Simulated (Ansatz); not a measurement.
`N/[C]([AlH2])=C\C=O`. Charge 0, multiplicity 1. All single points use the PBE0-D4/def2-TZVP geometry. It is one conformer, not always the lowest.

```xyz
12

N     0.208   -1.468   -0.445
C    -0.137   -0.316    0.178
Al   -1.217   -0.364    1.818
C     0.208    0.940   -0.238
C     0.996    1.263   -1.405
O     1.290    2.386   -1.754
H     0.761   -1.491   -1.284
H    -0.082   -2.354   -0.075
H    -1.601    1.003    2.507
H    -1.649   -1.791    2.369
H    -0.128    1.792    0.344
H     1.350    0.400   -2.015
```

What is the dipole moment at B3LYP/def2-TZVPP? (Estimate.)

Computed: 5.26 D, with components (-1.20, -4.92, 1.40) D in this frame, pointing from negative to positive charge.

And with PBE, r2SCAN, ωB97M-V? (Estimate.)

The calculation gave: PBE 5.09 D, r2SCAN 5.23 D, ωB97M-V 5.23 D.

Give the Mulliken charges with B3LYP, r2SCAN, ωB97M-V in def2-TZVPP. (Estimate.)

Ansatz gave: 
| atom | B3LYP | r2SCAN | ωB97M-V |
| --- | --- | --- | --- |
| N1 | -0.27 | -0.31 | -0.24 |
| C2 | 0.02 | -0.02 | -0.02 |
| Al3 | 0.45 | 0.53 | 0.43 |
| C4 | -0.17 | -0.14 | -0.15 |
| C5 | 0.08 | 0.13 | 0.08 |
| O6 | -0.30 | -0.33 | -0.31 |
| H7 | 0.15 | 0.17 | 0.13 |
| H8 | 0.17 | 0.19 | 0.15 |
| H9 | -0.12 | -0.13 | -0.09 |
| H10 | -0.14 | -0.15 | -0.11 |
| H11 | 0.11 | 0.09 | 0.10 |
| H12 | 0.01 | -0.02 | 0.03 |

B3LYP here is the variant with VWN-RPA as its local correlation; programs differ in this.
